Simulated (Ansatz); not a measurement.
`N#CC(F)Br`, charge 0, multiplicity 1.

Give a relaxed structure at PBE0-D4/def2-TZVP (the Gaussian-basis code of Ansatz). (Estimate.)

The calculation gave: 
```xyz
6

N    -0.762   -0.786   -1.888
C    -0.394   -0.334   -0.899
C     0.078    0.276    0.337
F    -0.933    0.388    1.225
Br    1.505   -0.803    1.081
H     0.506    1.260    0.145
```
